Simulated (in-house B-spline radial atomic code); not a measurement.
A fraction x of an electron is removed from 3s in Ar, starting from [Ne] 3s2 3p6 and keeping the highest spin. Method: non-relativistic LDA VWN5, spin-polarised, spherical fractional occupations, point nucleus. Calculated with a radial B-spline atomic code at the basis-set limit.

```
   x  E(x) - E(0) (eV)  3s down level (eV)
   0            0.0000             -24.038
0.11            2.7146             -25.322
0.22            5.5716             -26.626
0.33                 ?                   ?
 0.4                 ?                   ?
 0.5           13.5005             -30.028
0.54           14.7116             -30.524
0.71           20.0809             -32.651
0.84           24.4326             -34.302
0.97           29.0002             -35.972
   1           30.0852                   -
```

Task: What belongs in the row x = 0.33?

Result: An energy change of 8.5730 eV; 3s down at -27.949 eV.

Task: What belongs in the row x = 0.4?

Result: An energy change of 10.5592 eV; 3s down at -28.800 eV.

Task: Check Janak's theorem between x = 0.11 and 0.22.

Result: The slope of the energy is 25.97 eV; the orbital levels give 25.97 eV (-ε of the emptying orbital, averaged over the two points).
